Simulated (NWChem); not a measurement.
# Correlation energy of sulfur difluoride (F2S)

```
S
F 1 1.6118
F 1 1.6118 2 99.21
```
Charge 0, spin multiplicity 1.

All runs are NWChem calculations. Structure: optimised with PBE0/def2-SVP, a minimum by its harmonic frequencies.

Basis set: cc-pVTZ. Each correlation energy counts from its own Hartree-Fock reference.

The correlated methods keep 7 core orbitals frozen. Coupled-cluster values serve here as a point of comparison, not as the truth.

Q: One of these methods gave a correlation energy of -675.6 mHa. Which?
A) RI-MP2
B) CR-CCSD[T]
C) SCS-MP2
D) CCSD

A: A, RI-MP2. The others give -660.1 (SCS-MP2), -707.9 (CR-CCSD[T]), -687.6 (CCSD).
